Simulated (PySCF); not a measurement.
4-chlorobenzonitrile, C7H4ClN.
Bonds: N1–C2 (triple), C2–C3, C3–C4 (aromatic), C4–C5 (aromatic), C5–C6 (aromatic), C6–Cl7, C6–C8 (aromatic), C8–C9 (aromatic), C3–C9 (aromatic). Hydrogens: H10 on C4; H11 on C5; H12 on C8; H13 on C9.

Method used: PBE0-D3(BJ)/def2-SVP geometry optimisation, gas phase in PySCF.

(1) What internal coordinates does the optimisation give?

Results:

(1) 
| bond | length (pm) | order |
| --- | --- | --- |
| N1≡C2 | 115.9 | triple |
| C2–C3 | 143.1 | single |
| C3–C4, C3–C9 | 140.3 | aromatic |
| C4–C5, C8–C9 | 138.9 | aromatic |
| C5–C6, C6–C8 | 139.6 | aromatic |
| C6–Cl7 | 172.6 | single |
| C4–H10, C9–H13 | 109.1 | single |
| C5–H11, C8–H12 | 109.1 | single |

Bonds in one row agree within 1 pm and their mean is given. Orders are formal, as drawn. A selection of angles:
| angle | degrees |
| --- | --- |
| N1–C2–C3 | 180.0 |
| C2–C3–C4 | 120.0 |
| C4–C3–C9 | 119.8 |
| C3–C4–C5 | 120.2 |
| C4–C5–C6 | 119.4 |
| C5–C6–Cl7 | 119.4 |
| C5–C6–C8 | 121.1 |

The 6-membered ring C3–C4–C5–C6–C8–C9 has internal angles of 119.4° to 121.1° (sum 720°, against 720° for a flat polygon); it is planar, 0.00 Å rms from its mean plane, widest ring torsion 0°. The 9 heavy atoms lie in one plane (0.000 Å rms). The C–C distances run from 1.389 Å (C8–C9, aromatic) to 1.431 Å (C2–C3, drawn single), a spread of 0.042 Å.

Point group: C2v (every atom within 0.08 Å of its image). Whether it is a minimum is left open (no frequencies).
